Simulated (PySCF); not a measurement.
A calculated (B3LYP, PySCF 2.14, aug-cc-pVDZ-DK, scalar relativity by spin-free X2C-1e) atom or ion has these occupied shells.

```tsv
shell	electrons	orbital energy (eV)	rms radius, mean of both spins (bohr)
1s α	1	-1287.3	0.151
1s β	1	-1287.3	0.151
2s α	1	-95.478	0.759
2s β	1	-95.408	0.759
2p α	3	-60.987	0.775
2p β	3	-60.897	0.775
3p α	1	-8.937	3.64
```

(1) Name the element and its charge.

Answers

(1) Mg⁺ (magnesium, charge +1), in [Ne] 3p1, 2P determinant (an excited configuration).
